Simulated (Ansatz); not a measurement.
Cost and result for the atomization energy of FGe2H5O, SMILES `[F][GeH2][O][GeH3]` (9 atoms, 8 bonds).

```json
{"atom": "F1", "x (Å)": "-1.242", "y (Å)": "2.698", "z (Å)": "-0.191"}
{"atom": "Ge2", "x (Å)": "-0.306", "y (Å)": "1.353", "z (Å)": "-0.748"}
{"atom": "O3", "x (Å)": "-0.372", "y (Å)": "0.209", "z (Å)": "0.573"}
{"atom": "Ge4", "x (Å)": "0.319", "y (Å)": "-1.413", "z (Å)": "0.785"}
{"atom": "H5", "x (Å)": "-1.017", "y (Å)": "0.804", "z (Å)": "-1.993"}
{"atom": "H6", "x (Å)": "1.123", "y (Å)": "1.868", "z (Å)": "-0.965"}
{"atom": "H7", "x (Å)": "1.853", "y (Å)": "-1.317", "z (Å)": "0.680"}
{"atom": "H8", "x (Å)": "-0.233", "y (Å)": "-2.336", "z (Å)": "-0.318"}
{"atom": "H9", "x (Å)": "-0.126", "y (Å)": "-1.866", "z (Å)": "2.178"}
```

Charge 0, multiplicity 1. Correlated methods include outer-core shells of Ge, which these sets cover unevenly. Scalar relativity is left out up to krypton. Geometry: relaxed with PBE0-D4/def2-TZVP. It is one conformer, not always the lowest. Program: Ansatz. All runs use 4 threads of an Intel Xeon Platinum 8375C on a shared host. Times are those of one run each, without the atoms' runs, and a repeat can differ threefold. Electronic energies, without spin–orbit coupling; frozen cores. CCSD(T)/CBS adds CCSD(T) − MP2 in def2-TZVPP to the MP2 limit, and its time is that of the two runs behind it. T1 = 0.012. With those shells the extrapolation isn't a true limit. HSE06 is the plane-wave form, built on full-range PBE exchange.

CCSD(T)/CBS is a level of theory with its own doubt, some kJ/mol a heavy atom from the limit and from the frozen cores, so smaller differences don't rank the functionals.

```csv
level,functions,wall time,atomization (kJ/mol),difference from CCSD(T)/CBS,per bond
LDA (SPW92)/def2-TZVPP,228,0.9 s,3118.2,366.0,45.8
revPBE-D4/def2-TZVPP,228,1.4 s,2640.9,-111.3,-13.9
PBE0-D4/def2-TZVPP,228,2.1 s,2666.6,-85.6,-10.7
BHLYP-D4/def2-TZVPP,228,2.4 s,2626.5,-125.7,-15.7
HSE06-D4/def2-TZVPP,228,2.6 s,2666.9,-85.3,-10.7
B2PLYP/def2-TZVPP,228,3.9 s,2691.6,-60.6,-7.6
B97M-V/def2-TZVPP,228,5.5 s,2763.0,10.8,1.4
ωB97X-V/def2-TZVPP,228,5.5 s,2751.0,-1.2,-0.1
CCSD(T)/def2-SVP,117,7 s,2550.8,-201.4,-25.2
ωB97M-V/def2-TZVPP (with forces),228,8.5 s,2706.5,-45.7,-5.7
MP2/def2-QZVPP,442,16 s,2759.7,7.5,0.9
CCSD(T)/def2-TZVPP,228,110 s,2697.0,-55.2,-6.9
CCSD(T)/CBS(def2),–,2.1 min,2752.2,0.0,0.0
```

The D4 term adds +27.0 kJ/mol with B3LYP and +14.1 kJ/mol with PBE0; it sums over pairs of atoms, weighted by their polarisabilities, and B3LYP, whose exchange is more repulsive, gets the larger term. From PBE to PBE0 (25 % exact exchange), in def2-TZVPP and without D4, the atomization energy moves by −44.5 kJ/mol: exact exchange takes away binding that semilocal exchange gives to molecules. Leaving LDA and LC-ωPBE aside and taking each functional with its dispersion term where it has one, the values spread over 136.6 kJ/mol, from BHLYP-D4 to B97M-V. LDA lies +421.3 kJ/mol from PBE without D4, its usual overbinding.

B3LYP here is the variant with VWN-RPA as its local correlation; programs differ in this.

For some Ge, Se and Sn compounds the MP2-based and the directly extrapolated limit differ by 10 to 25 kJ/mol.
